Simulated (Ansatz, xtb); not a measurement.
CH9FSeSi3: which of two isomers lies lower

Structure a is `F[Si@@H](C[SiH3])[Se][SiH3]`, a singlet and structure b is `F[SiH2]C[SiH2][Se][SiH3]`, a singlet. Both are isolated molecules in the gas phase, relaxed with PBE0-D3(BJ)/def2-SVP, each in the lowest conformer that the search found.

Quicker runs give these differences E(b) − E(a): GFN2-xTB −3.75 kcal/mol; HF/STO-3G +3.06 kcal/mol (at GFN2-xTB geometries); r2SCAN-D4/def2-SVP +2.06 kcal/mol (at GFN2-xTB geometries).

Problem. Estimate which is lower in electronic energy at CCSD(T)/def2-SVP + ΔMP2/def2-TZVPP, and by roughly how much.

Solution. Too close to call at this level: CCSD(T)/def2-SVP + ΔMP2/def2-TZVPP gives E(b) − E(a) = +0.24 kcal/mol.

How the difference moves with the method:

| level | geometry | E(b) − E(a) (kcal/mol) | departure from the last row (kcal/mol) | job, with rough time for the two |
| --- | --- | --- | --- | --- |
| GFN2-xTB | GFN2-xTB | −3.75 | −3.99 | optimisation, 0.33 s |
| HF/STO-3G | GFN2-xTB | +3.06 | +2.82 | single point, 0.64 s |
| r2SCAN-D4/def2-SVP | GFN2-xTB | +2.06 | +1.83 | single point, 5.4 s |
| PBE0-D3(BJ)/def2-SVP | PBE0-D3(BJ)/def2-SVP | +0.69 | +0.46 | optimisation, 2.4 min |
| HF/def2-SVP | PBE0-D3(BJ)/def2-SVP | +1.86 | +1.62 | part of the CCSD(T) run |
| MP2/def2-SVP | PBE0-D3(BJ)/def2-SVP | +1.06 | +0.82 | part of the CCSD(T) run |
| CCSD(T)/def2-SVP | PBE0-D3(BJ)/def2-SVP | +1.27 | +1.04 | single point |
| CCSD(T)/def2-SVP + ΔMP2/def2-TZVPP | PBE0-D3(BJ)/def2-SVP | +0.24 |  | single point, 1.8 min |

As drawn, both hold the same kinds of bond in the same numbers.

The largest departure from CCSD(T)/def2-SVP + ΔMP2/def2-TZVPP is that of GFN2-xTB, 3.99 kcal/mol. The last row adds to CCSD(T) the change of the MP2 difference between the two basis sets, here −1.04 kcal/mol.

With thermal terms from frequencies at re-optimised GFN2-xTB minima (ideal gas, soft modes damped towards free rotors, one conformer each, 298.15 K, 1 atm): on the last row, ΔE + ΔZPE = +0.46, ΔH = +0.25, ΔG = +0.70 kcal/mol.

The correlated steps freeze 26 core orbitals; the filled d shell of Se is correlated, in a basis made for valence electrons. Mirror images aren't counted in ΔG. Run with Ansatz 0.2.0, xtb 6.7.1; the last row on 4 threads of Arm Neoverse V2 on a shared host.
